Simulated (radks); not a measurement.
Q: Numerical settings for neutral dysprosium, [Xe] 4f10 6s2. Calculated with a radial shooting solver on a logarithmic mesh with Libxc functionals: Dirac Kohn-Sham, PBE, spin-unpolarised, spherical densities, finite nucleus; open shells fill j = l - 1/2 first; Fermi nuclear charge, rms radius 5.2218 fm. The defaults (mesh step 0.008 in ln r, mesh end at 40 bohr or more with all orbitals vanishing there, Anderson mixing 0.5 over 9 steps, residual threshold near 1e-9 with the energy settled to 1e-9 hartree or 1e-11 of itself, here a cap of 71 iterations) give E = -12167.1977 hartree and 4f7/2 at -2.611 eV in 16 iterations. Run on one thread of a shared host, so times are rough (Arm Neoverse V1): 0.18 s of CPU time, 0.18 s wall, 16 iterations on 2440 mesh points. One setting is changed at a time: mesh step in ln r 0.05; mesh step in ln r 0.005; mesh step in ln r 0.03; mesh end (bohr) 20; mesh end (bohr) 5; residual threshold 1e-05; residual threshold 1e-13; mixing 0.01; linear mixing, mixing 1; linear mixing, mixing 0.5; mixing history 3; iteration cap 3. Which runs fail to converge, and which converge to a wrong energy?

A: Not converged within the cap: mixing 0.01; linear mixing, mixing 1; linear mixing, mixing 0.5; iteration cap 3. Settled on a wrong energy, with an occupied level pushed above zero by the early mesh end: mesh end (bohr) 5 (+0.291 hartree). Apart from these: no run marked as converged misses the energy by more than 1 mhartree.
